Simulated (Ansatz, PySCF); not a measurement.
Si(H)2(Cl)(Et) (C2H7ClSi), SMILES CC[SiH2]Cl. Atoms are numbered in the order given.

```xyz
11

Si     0.5059     0.7788    -0.1645
Cl     1.2633    -1.0650     0.4649
C     -1.2449     0.5337    -0.7997
C     -2.2139    -0.0644     0.2278
H      0.5332     1.6975     1.0073
H      1.4006     1.3016    -1.2328
H     -1.6011     1.5204    -1.1500
H     -1.1867    -0.1051    -1.6985
H     -2.3152     0.5854     1.1125
H     -3.2200    -0.2031    -0.1987
H     -1.8593    -1.0459     0.5792
```

The structure is a stationary point at B3LYP-D3(BJ)/def2-SVP. One conformer was computed; it need not be the lowest.

Two levels are set side by side: PBE-D3(BJ)/def2-SVP (Ansatz, a first-principles code) and B3LYP-D3(BJ)/def2-SVP (Ansatz). Each level has its own optimised geometry; the coordinates shown are those of the second. Frequencies come from the Hessian of PySCF at each geometry. Differences are taken from unrounded values.

```json
[
 {"quantity": "mean bond length (Å)", "B3LYP-D3(BJ)": "1.400"},
 {"quantity": "bond Si1–Cl2 (Å)", "B3LYP-D3(BJ)": "2.090"},
 {"quantity": "bond Si1–C3 (Å)", "B3LYP-D3(BJ)": "1.879"},
 {"quantity": "bond C3–C4 (Å)", "B3LYP-D3(BJ)": "1.534"},
 {"quantity": "bond Si1–H5 (Å)", "B3LYP-D3(BJ)": "1.489"},
 {"quantity": "bond Si1–H6 (Å)", "B3LYP-D3(BJ)": "1.488"},
 {"quantity": "bond C3–H7 (Å)", "B3LYP-D3(BJ)": "1.106"},
 {"quantity": "bond C3–H8 (Å)", "B3LYP-D3(BJ)": "1.104"},
 {"quantity": "bond C4–H9 (Å)", "B3LYP-D3(BJ)": "1.102"},
 {"quantity": "bond C4–H10 (Å)", "B3LYP-D3(BJ)": "1.102"},
 {"quantity": "bond C4–H11 (Å)", "B3LYP-D3(BJ)": "1.101"},
 {"quantity": "highest harmonic wavenumber (cm⁻¹)", "B3LYP-D3(BJ)": "3116"},
 {"quantity": "mean harmonic wavenumber (cm⁻¹)", "B3LYP-D3(BJ)": "1365"},
 {"quantity": "zero-point energy (kcal/mol)", "B3LYP-D3(BJ)": "52.70"}
]
```

**Question.** What does PBE-D3(BJ) give, and how far is it from B3LYP-D3(BJ)? (Estimate from the structure and the level; the computed values follow.)

**Answer.** 
```json
[
 {"quantity": "mean bond length (Å)", "PBE-D3(BJ)": "1.407", "PBE-D3(BJ) minus B3LYP-D3(BJ)": "0.008"},
 {"quantity": "bond Si1–Cl2 (Å)", "PBE-D3(BJ)": "2.093", "PBE-D3(BJ) minus B3LYP-D3(BJ)": "0.003"},
 {"quantity": "bond Si1–C3 (Å)", "PBE-D3(BJ)": "1.885", "PBE-D3(BJ) minus B3LYP-D3(BJ)": "0.007"},
 {"quantity": "bond C3–C4 (Å)", "PBE-D3(BJ)": "1.534", "PBE-D3(BJ) minus B3LYP-D3(BJ)": "0.000"},
 {"quantity": "bond Si1–H5 (Å)", "PBE-D3(BJ)": "1.503", "PBE-D3(BJ) minus B3LYP-D3(BJ)": "0.014"},
 {"quantity": "bond Si1–H6 (Å)", "PBE-D3(BJ)": "1.503", "PBE-D3(BJ) minus B3LYP-D3(BJ)": "0.014"},
 {"quantity": "bond C3–H7 (Å)", "PBE-D3(BJ)": "1.114", "PBE-D3(BJ) minus B3LYP-D3(BJ)": "0.008"},
 {"quantity": "bond C3–H8 (Å)", "PBE-D3(BJ)": "1.112", "PBE-D3(BJ) minus B3LYP-D3(BJ)": "0.008"},
 {"quantity": "bond C4–H9 (Å)", "PBE-D3(BJ)": "1.110", "PBE-D3(BJ) minus B3LYP-D3(BJ)": "0.007"},
 {"quantity": "bond C4–H10 (Å)", "PBE-D3(BJ)": "1.109", "PBE-D3(BJ) minus B3LYP-D3(BJ)": "0.007"},
 {"quantity": "bond C4–H11 (Å)", "PBE-D3(BJ)": "1.109", "PBE-D3(BJ) minus B3LYP-D3(BJ)": "0.008"},
 {"quantity": "highest harmonic wavenumber (cm⁻¹)", "PBE-D3(BJ)": "3062", "PBE-D3(BJ) minus B3LYP-D3(BJ)": "-54"},
 {"quantity": "mean harmonic wavenumber (cm⁻¹)", "PBE-D3(BJ)": "1329", "PBE-D3(BJ) minus B3LYP-D3(BJ)": "-36"},
 {"quantity": "zero-point energy (kcal/mol)", "PBE-D3(BJ)": "51.29", "PBE-D3(BJ) minus B3LYP-D3(BJ)": "-1.40"}
]
```

GGA bonds tend to be longer and softer than those of functionals with exact exchange. Differences between two approximate levels are no errors against the true value.
